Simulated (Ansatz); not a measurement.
Consider the formal loss of a carbene: `C/C=C1\C=CCC1` → `C=C1C=CCC1` + `[CH2]` (triplet).

Computed with Ansatz on PBE0-D4/def2-TZVP structures; ΔE is electronic, products minus reactants. CBS: MP2 limit from def2 TZ/QZ plus the TZ coupled-cluster correction, frozen cores. This one scheme is used for every species. Functionals use def2-TZVPP. Triplets are unrestricted, without spin–orbit coupling.

```json
{"level": "PBE-D4", "ΔE (kcal/mol)": "107.4"}
{"level": "B97M-V", "ΔE (kcal/mol)": "105.8"}
{"level": "CAM-B3LYP", "ΔE (kcal/mol)": "103.3"}
{"level": "RPA@PBE/def2-TZVPP", "ΔE (kcal/mol)": "101.1"}
```

Question: What does CCSD(T)/CBS give? (Estimate.)

Answer: The calculation gave: +105.4 kcal/mol. The listed levels differ from it by 2.0, 0.4, -2.1, -4.3 kcal/mol.

Largest T1 diagnostic among the species: 0.011.

From BLYP to BHLYP (50 % exact exchange), in def2-TZVPP and without D4, ΔE moves by −1.2 kcal/mol. Leaving LDA and LC-ωPBE aside and taking each functional with its dispersion term where it has one, the values, not all of them listed here, spread over 8.6 kcal/mol, from r2SCAN0-D4 to ωB97X-V. LDA lies +18.3 kcal/mol from PBE without D4. At CCSD(T), def2-SVP lies −3.4 kcal/mol from the extrapolated value and def2-TZVPP −2.6 kcal/mol.
